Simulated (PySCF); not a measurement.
WH3, SMILES [WH3] (connectivity only; charge and spin as stated), neutral, multiplicity 4.

Coordinates come from a PBE0-D3(BJ)/def2-TZVPD optimisation. The spin state was assumed, not searched. The def2 effective core potentials stand for the cores of W; spin–orbit coupling is left out.

The numbers are results of PBE0-D3(BJ)/def2-TZVPD (PySCF), not measurements.

Frequencies are harmonic and unscaled.

Modes within 1.5 cm⁻¹ of each other (mostly degenerate sets) share a row, with their intensities summed.

Q: Estimate the vibrational spectrum. (Estimate from the structure and the level; the computed values follow.)

A: 
```
mode  ν (cm⁻¹)  IR (km/mol)  moving atoms (share of kinetic energy)
----  --------  -----------  --------------------------------------
1          409        135.6                                  H 99 %
2–3        711         72.8                                  H 99 %
4–5       1955        454.2                                  H 99 %
6         1979         21.0                                 H 100 %
```
